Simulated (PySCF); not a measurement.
## A survey of ¹⁹F NMR shifts

[PySCF 2.14.0 with density-fitted response routines: GFN2-xTB structure; σ from GIAO-PBE0/pcSseg-1; non-relativistic; gas phase; single conformer; one averaged value for each set of equivalent atoms]

Shieldings were converted by a linear fit to measured shifts: ¹⁹F: δ = 146.13 − 0.903σ +14.6 on sp3 carbon (rms 6.0 ppm, 223 shifts, 7.0 ppm with the 5 outliers that the fit left out vs CFCl3, solution or neat liquid). A few per cent of atoms miss by over 2 rms, more outside the fitted compound classes.

**Question.** Give the ¹⁹F shifts of `C=C(C)C#C/C(F)=C\F`, `Cc1ccc(F)cc1F`, `Cc1ccc(F)cc1F`, `C#CCC(=C)C=C(F)F`, `C#C[C@@H]1[SiH2][SiH2][C@@H](F)[C@H]1F`.

**Answer.** 
| compound | environment | δ (ppm) |
| --- | --- | --- |
| [CH2:1]=[C:2]([CH3:3])[C:4]#[C:5]/[C:6]([F:7])=[CH:8]\[F:9] | F9: vinylic fluorine | -158.9 |
| [CH2:1]=[C:2]([CH3:3])[C:4]#[C:5]/[C:6]([F:7])=[CH:8]\[F:9] | F7: vinylic fluorine | -160.0 |
| [CH3:1][c:2]1[cH:3][cH:4][c:5]([F:6])[cH:7][c:8]1[F:9] | F9: aryl fluorine | -111.7 |
| [CH3:1][c:2]1[cH:3][cH:4][c:5]([F:6])[cH:7][c:8]1[F:9] | F6: aryl fluorine | -113.3 |
| [CH3:1][c:2]1[cH:3][cH:4][c:5]([F:6])[cH:7][c:8]1[F:9] | F9: aryl fluorine | -111.7 |
| [CH3:1][c:2]1[cH:3][cH:4][c:5]([F:6])[cH:7][c:8]1[F:9] | F6: aryl fluorine | -113.3 |
| [CH:1]#[C:2][CH2:3][C:4](=[CH2:5])[CH:6]=[C:7]([F:8])[F:9] | F9: vinylic fluorine | -81.3 |
| [CH:1]#[C:2][CH2:3][C:4](=[CH2:5])[CH:6]=[C:7]([F:8])[F:9] | F8: vinylic fluorine | -82.0 |
| [CH:1]#[C:2][C@@H:3]1[SiH2:4][SiH2:5][C@@H:6]([F:7])[C@H:8]1[F:9] | F9: fluorine on an sp3 carbon | -173.7 |
| [CH:1]#[C:2][C@@H:3]1[SiH2:4][SiH2:5][C@@H:6]([F:7])[C@H:8]1[F:9] | F7: fluorine on an sp3 carbon | -223.6 |
